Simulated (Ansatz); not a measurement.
`F[SiH](F)[AlH2]` + `OP[SiH3]` → `O[P]([AlH2])[SiH3]` + `F[SiH2]F` at 600 K and 1 bar (cleavage of the Al–Si bond).

Gas-phase electronic energies from Ansatz, PBE0-D4/def2-TZVP geometries. CCSD(T)/CBS is the MP2 limit (def2-TZVPP, def2-QZVPP) plus CCSD(T) − MP2 in def2-TZVPP, frozen cores. This one scheme is used for every species. Each species was taken in one conformer, which may not be the lowest.

```csv
species,CCSD(T)/CBS energy (Eh),H − E (kJ/mol),S (J/(mol·K))
`F[SiH](F)[AlH2]`,-732.58614,126.4,419.1
`OP[SiH3]`,-708.19371,177.3,384.2
`O[P]([AlH2])[SiH3]`,-950.80994,211.2,476.5
`F[SiH2]F`,-489.99391,92.8,309.1
```

H − E and S are ideal-gas, rigid-rotor, harmonic terms from PBE0-D4/def2-TZVP, for one conformer and one mirror image of each species. 1 Eh = 2625.50 kJ/mol, R = 8.31446 J/(mol·K).

Q: By hand: ΔE, ΔH, ΔS and ΔG.

A: ΔE = (-950.80994) + (-489.99391) − (-732.58614) − (-708.19371) = -0.02400 Eh = -63.0 kJ/mol. Δ(H − E) = 211.2 + 92.8 − 126.4 − 177.3 = 0.3, so ΔH = -62.7 kJ/mol. ΔS = 476.5 + 309.1 − 419.1 − 384.2 = -17.7 J/(mol·K). ΔG = -62.7 − 600 × (-17.7)/1000 = -52.1 kJ/mol.

Q: By hand: the equilibrium constant, and the temperature at which ΔG would vanish if ΔH and ΔS stayed fixed.

A: log₁₀ K = −ΔG/(RT ln 10) = 4.5. ΔG = 0 at ΔH/ΔS = 3542 K, far beyond where these terms or the molecules hold.

ΔH outweighs TΔS. A doubt of 5 kJ/mol in ΔE shifts log₁₀ K by 0.4 here. Other conformers and mirror images would add mixing entropy, several J/(mol·K) or more a flexible species. Modes under 60 cm⁻¹, often nearly free rotors, make the harmonic entropy too high. These are equilibria of isolated gas molecules and say nothing of rates. Largest T1 diagnostic: 0.014 (customary marks: 0.02 for closed shells, 0.045 for open ones).
